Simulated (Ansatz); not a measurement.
`SC[TeH]` + `C=CC(C)C` → `CC(C)[TeH]` + `C=CCS`  (formal exchange of groups at a Te–C bond)

Gas-phase electronic energies from Ansatz, PBE0-D4/def2-TZVP geometries. CCSD(T)/CBS adds triple-zeta CCSD(T) − MP2 to the extrapolated MP2 energy (def2 sets, frozen cores). DFT in def2-TZVPP. B3LYP here is the variant with VWN-RPA as its local correlation; programs differ in this. def2 core potentials past Kr. For Te outer-core shells are correlated without core-valence functions, which leaves a few kJ/mol of doubt a bond. One conformer a species, not always the lowest.

`SC[TeH]`:

```xyz
7

S     0.389   -1.644    0.802
C     0.350   -0.209   -0.275
Te   -1.563    0.781   -0.178
H     0.232   -0.981    1.959
H     1.135    0.502   -0.029
H     0.500   -0.584   -1.285
H    -1.043    2.133   -0.994
```

`C=CC(C)C`:

Cartesian coordinates in Å:
```
C -0.907 1.590 -1.006
C 0.062 1.225 -0.178
C 0.562 -0.167 0.066
C 0.467 -0.498 1.555
C -0.129 -1.226 -0.775
H -1.199 2.630 -1.102
H -1.444 0.875 -1.619
H 0.558 1.995 0.411
H 1.630 -0.166 -0.197
H 0.984 0.249 2.163
H 0.914 -1.473 1.767
H -0.578 -0.525 1.875
H -0.028 -1.022 -1.843
H -1.196 -1.278 -0.540
H 0.303 -2.210 -0.578
```

`CC(C)[TeH]`:

Z-matrix (Å, degrees):
```
C
C 1 1.516
H 1 1.092 2 112.2
H 1 1.094 2 111.3 3 121.4
H 1 1.095 2 109.8 3 -119.8
C 2 1.513 1 112.6 3 178.3
Te 2 2.171 1 107.5 3 -58.3
H 2 1.091 1 109.7 3 55.0
H 6 1.091 2 112.0 1 -179.3
H 6 1.093 2 111.1 1 59.9
H 6 1.097 2 109.8 1 -59.5
H 7 1.659 2 93.7 1 -179.4
```

`C=CCS`:

Z-matrix (Å, degrees):
```
C
C 1 1.487
S 1 1.822 2 113.4
H 1 1.092 2 110.8 3 117.5
H 1 1.092 2 111.6 3 -122.6
C 2 1.325 1 124.4 3 -115.8
H 2 1.088 1 116.0 3 64.0
H 3 1.343 1 96.7 2 -67.7
H 6 1.086 2 121.4 1 0.2
H 6 1.083 2 121.6 1 179.9
```

Question: Is it downhill or uphill in electronic energy at CCSD(T)/CBS, and by how much? (An estimate is asked.)

Answer: The calculation gave: Downhill: ΔE = -0.04 eV.

Question: What do these levels give: PBE-D4, PBE0-D4, ωB97M-V, B2PLYP, PBE, r2SCAN, B3LYP, MP2/def2-TZVPP, CCSD(T)/def2-TZVPP, HF/def2-QZVPP, SCS-MP2/def2-QZVPP, HF/CBS(def2)? (Estimate.)

Answer: The calculation gave: PBE-D4 -0.04, PBE0-D4 -0.03, ωB97M-V -0.02, B2PLYP -0.04, PBE -0.04, r2SCAN -0.03, B3LYP -0.04, MP2/def2-TZVPP -0.06, CCSD(T)/def2-TZVPP -0.05, HF/def2-QZVPP -0.03, SCS-MP2/def2-QZVPP -0.05, HF/CBS(def2) -0.03 eV.

Largest T1 diagnostic among the species: 0.011.
